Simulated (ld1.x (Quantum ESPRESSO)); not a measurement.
# ytterbium (Yb): TM semilocal pseudisation with LDA (PZ), scalar-relativistic reference atom.

ytterbium (Yb), norm-conserving Troullier–Martins (semilocal form), made with ld1.x (Quantum ESPRESSO) 7.5 (LDA (PZ), scalar-relativistic). Core [Kr] 4d10, reference 4f14 5s2 5p6 5d0.5 6s1.5 6p0. Waves: 5s (bound): rc 1.85 bohr; 5p (bound): rc 1.40 bohr; 5d (bound): rc 2.90 bohr; 4f (bound): rc 0.55 bohr. Local part: the f channel. Core correction: none.

Occupied shells without a wave of their own: 6s. They enter only through the test configuration that unscreens the potential.

What the tests gave:

```
Configuration tests : 1 of 9 tests not solved or not reliable; not counted: 4f14 5s2 5p6 5d0 6s1 6p1 (solver errors, printed error -4.2 eV)
```

A Bessel basis up to 400 Ry misses an occupied level by 0.27 Ry, so cutoffs and ghosts were not judged. The potential misses its own reference levels by up to 0.7 eV.

Generation and tests took about 5.6 s on one core of a shared server CPU.
